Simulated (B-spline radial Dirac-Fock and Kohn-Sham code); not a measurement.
## Photoemission from S⁶⁺ at 2710 eV, detector at θ = 54.7°, φ = 0°

System: sulfur as S⁶⁺, configuration [He] 2s2 2p6. These are calculated numbers from a radial atomic solver; the model is Dirac-Hartree-Slater photoionisation with a Latter tail; cross sections with all multipoles, angular parameters from the dipole term and its interference with E2. Thresholds are orbital energies of the model. For linearly polarised light dσ/dΩ = σ/(4π) [1 + β P₂(cos θ) + (δ + γ cos²θ) sin θ cos φ], with θ from the polarisation vector and φ the angle between the beam and the projection of the electron momentum on the plane normal to the polarisation. The dipole factor is 1 + βP₂ and the non-dipole term is the rest of the bracket. Open shells are filled statistically over j.

Input file task.json (cfg lists n, l and occupation; rrms is the nuclear radius in fm):

```json
{"items": [{
  "Z": 16,
  "q": 6,
  "cfg": [[1, 0, 2], [2, 0, 2], [2, 1, 6]],
  "A": 32,
  "rrms": 3.2611,
  "do": "xps",
  "hv": [52.3, 56.9, 60, 63.2, 67.4, 75.2, 109.0, 143.0, 300, 344.0, 384.0, 522.0, 600, 681.0, 914.0, 1560.0, 1600.0, 2520.0, 2710.0, 2810.0, 4000, 5414.7, 6000, 7160.0, 7300.0, 8047.8, 8720.0, 9251.7, 9460.0, 9590.0]
}]}
```

Command: `python xray2_run.py task.json out`

```tsv
subshell	threshold (eV)	σ (kb)	β	γ	δ	dipole factor	non-dipole term	dσ/dΩ (kb/sr)
1s	2566.9	83.2	2.00	0.03	0.000	1.002	+0.009	6.70
2s	331.3	5.03	2.00	0.68	0.000	1.002	+0.185	0.475
2p1/2	278.6	1.13	0.88	0.76	0.098	1.001	+0.287	0.116
2p3/2	277.3	2.20	0.88	0.76	0.098	1.001	+0.287	0.225
```
